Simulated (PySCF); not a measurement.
## Ionisation energy of B⁺ by level of theory

B⁺ [He] 2s2 (1S) → B²⁺ [He] 2s1 (2S), as a difference of total energies. All numbers are calculated (PySCF 2.14, scalar relativity by spin-free X2C-1e, in cc-pVTZ-DK (4s3p2d1f, 30 functions)). Correlated levels: valence: 1s2 frozen. The calculations carry no spin-orbit coupling.

```csv
method,ionisation energy (eV),error (eV)
UHF,23.445,-1.710
B3LYP,24.737,-0.418
MN15,24.505,-0.650
MP2 (valence),24.421,-0.734
SCS-MP2 (valence),24.617,-0.538
CCSD (valence),25.071,-0.084
```

Reference: 25.155 eV (measured; NIST Atomic Spectra Database, ionization energies).

Errors of the correlated levels include the incompleteness of this basis and the frozen core.

With two correlated electrons CCSD is exact in that space.

The coupled-cluster amplitudes are large for B⁺ (T1 above 0.03 or a double amplitude above 0.15), so a single reference is strained.
